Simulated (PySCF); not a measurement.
Choosing a molecule for a target property.

Species are written as SMILES; each is one conformer at its optimised geometry, gas phase, non-relativistic unless stated. Electronic properties by PySCF.

The conformers computed, where there is a choice (atom-mapped SMILES and torsion angles):
- `[CH3:1][CH2:2][C:3]([CH3:4])([CH3:5])[SiH:6]1[NH:7][SiH2:8][NH:9]1`: C1–C2–C3–C4 64°, C2–C3–Si6–N7 83°
- `[F:1][C:2]([F:3])=[C:4]([F:5])[c:6]1[cH:7][cH:8][cH:9][cH:10][n:11]1`: C2–C4–C6–C7 -179°
- `[CH3:1][N:2]([CH2:3][CH:4]1[CH2:5][CH2:6]1)[SiH2:7][NH:8][SiH3:9]`: C1–N2–C3–C4 -77°, N2–C3–C4–C5 -85°, C1–N2–Si7–N8 69°, N2–Si7–N8–Si9 -100°
- `[CH3:1][CH2:2][CH2:3][Si@H:4]1[NH:5][Si@H:6]([CH2:7][CH3:8])[NH:9]1`: C1–C2–C3–Si4 180°, C2–C3–Si4–N5 66°, N5–Si6–C7–C8 -163°
- `[O:1]=[C:2]([C:3]1=[O+:4][BH2-:5][O:6][CH:7]=[CH:8]1)[C:9]([F:10])([F:11])[F:12]`: O1–C2–C3–O4 -179°, O1–C2–C9–F10 -120°
- `[CH3:1][O:2]/[C:3]([F:4])=[C:5](\[F:6])[C:7](=[O:8])[Cl:9]`: C1–O2–C3–F4 4°, C3–C5–C7–O8 -1°

The conformers of `C[Si@](N)([SiH3])N1CCCC1`, `N[Si@@H](C[SiH3])N1CCCC1` and `[SiH3][S][Ga]1[CH2]CC[CH2]1` aren't listed.

(1) Wanted: dipole moment above 5 D (PBE0/def2-SVPD) and HOMO–LUMO gap below 6.7 eV (PBE0/def2-SVPD), at PBE0-D3(BJ)/def2-SVP geometries. Which candidate meets both?
A. `O=C(C1=[O+][BH2-]OC=C1)C(F)(F)F`
B. `CN(CC1CC1)[SiH2]N[SiH3]`
C. `CO/C(F)=C(\F)C(=O)Cl`
D. `CC(C)(CC)[SiH]1N[SiH2]N1`
E. `FC(F)=C(F)c1ccccn1`
F. `CCC[Si@H]1N[Si@H](CC)N1`

(2) Wanted: lowest triplet excitation (Tamm–Dancoff) between 4.7 eV and 5.2 eV (TDA PBE0/def2-SVPD) and lowest singlet excitation above 4.7 eV (TDDFT PBE0/def2-SVPD), at PBE0-D3(BJ)/def2-SVP geometries. Which candidate meets both?
A. `[SiH3][Si@@](N)(C)N1CCCC1`
B. `CCC(C)(C)[SiH]1N[SiH2]N1`
C. `O=C(C1=[O+][BH2-]OC=C1)C(F)(F)F`
D. `[SiH3][S][Ga]1[CH2]CC[CH2]1`
E. `FC(F)=C(F)c1ccccn1`
F. `N[Si@@H](C[SiH3])N1CCCC1`

Results:

(1) C. Computed values:
```csv
species,dipole moment,HOMO–LUMO gap
CCC[Si@H]1N[Si@H](CC)N1,0.07 D,7.04 eV
CC(C)(CC)[SiH]1N[SiH2]N1,0.75 D,6.85 eV
CN(CC1CC1)[SiH2]N[SiH3],1.71 D,6.55 eV
FC(F)=C(F)c1ccccn1,2.91 D,5.36 eV
O=C(C1=[O+][BH2-]OC=C1)C(F)(F)F,3.57 D,3.41 eV
CO/C(F)=C(\F)C(=O)Cl,5.50 D,5.57 eV
```

(2) A. Computed values:
```
                        species  lowest triplet excitation (Tamm–Dancoff)  lowest singlet excitation
O=C(C1=[O+][BH2-]OC=C1)C(F)(F)F                                   1.66 eV                    2.44 eV
             FC(F)=C(F)c1ccccn1                                   3.17 eV                    4.62 eV
    [SiH3][S][Ga]1[CH2]CC[CH2]1                                   4.46 eV                    4.76 eV
      [SiH3][Si@@](N)(C)N1CCCC1                                   5.01 eV                    5.16 eV
       CCC(C)(C)[SiH]1N[SiH2]N1                                   5.36 eV                    5.59 eV
       N[Si@@H](C[SiH3])N1CCCC1                                   5.60 eV                    5.70 eV
```
